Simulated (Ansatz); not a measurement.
Two isomers of C2H9BOSi: A = `BCC(O)[SiH3]`, B = `BC(O)[SiH2]C`.

Isolated molecules relaxed with PBE0-D4/def2-TZVP in Ansatz; ΔE leaves out vibrations. CCSD(T)/CBS adds triple-zeta CCSD(T) − MP2 to the extrapolated MP2 energy (def2 sets, frozen cores). DFT in def2-TZVPP. B3LYP here is the variant with VWN-RPA as its local correlation; programs differ in this. Each species was taken in one conformer, which may not be the lowest.

A:

Z-matrix (Å, degrees):
```
C
C 1 1.519
B 1 1.556 2 114.8
H 1 1.096 2 110.9 3 128.4
H 1 1.105 2 109.8 3 -116.4
Si 2 1.899 1 113.4 3 177.6
O 2 1.431 1 105.8 3 -61.4
H 2 1.101 1 108.0 3 56.2
H 3 1.198 1 120.6 2 160.3
H 3 1.198 1 120.4 2 -24.2
H 6 1.490 2 110.8 1 -67.8
H 6 1.491 2 109.2 1 172.6
H 6 1.486 2 109.9 1 53.2
H 7 0.961 2 109.0 1 174.0
```

B:

Z-matrix (Å, degrees):
```
C
O 1 1.416
Si 1 1.941 2 109.2
B 1 1.517 2 116.9 3 -111.9
H 1 1.101 2 113.1 3 113.4
H 2 0.961 1 108.9 3 -57.9
C 3 1.866 1 113.3 2 -71.6
H 3 1.493 1 102.5 2 46.7
H 3 1.487 1 110.4 2 162.2
H 4 1.195 1 121.7 2 14.2
H 4 1.199 1 117.7 2 -172.1
H 7 1.092 3 111.3 1 -70.9
H 7 1.092 3 110.7 1 168.8
H 7 1.092 3 110.1 1 49.1
```

Task: Which is lower in electronic energy at CCSD(T)/CBS, and by how much? (Best estimate.)

Result: Computed: B, by 54.4 kJ/mol.

Task: Give E(B) − E(A) in kJ/mol with B2PLYP, PBE0-D4, HF/def2-TZVPP, B3LYP, CCSD(T)/def2-TZVPP, r2SCAN-D4, CCSD/def2-TZVPP. (Best estimate.)

Result: Ansatz gave: B2PLYP -55.2, PBE0-D4 -61.6, HF/def2-TZVPP -38.5, B3LYP -56.1, CCSD(T)/def2-TZVPP -53.1, r2SCAN-D4 -64.7, CCSD/def2-TZVPP -50.5. None reverses the order clearly.

Largest T1 diagnostic: 0.012.

From PBE to PBE0 (25 % exact exchange), in def2-TZVPP and without D4, E(B) − E(A) moves by +4.1 kJ/mol. In def2-TZVPP, CCSD(T) changes the Hartree–Fock value by −14.6 kJ/mol (the triples alone add −2.6 kJ/mol) and MP2 by −17.0 kJ/mol.
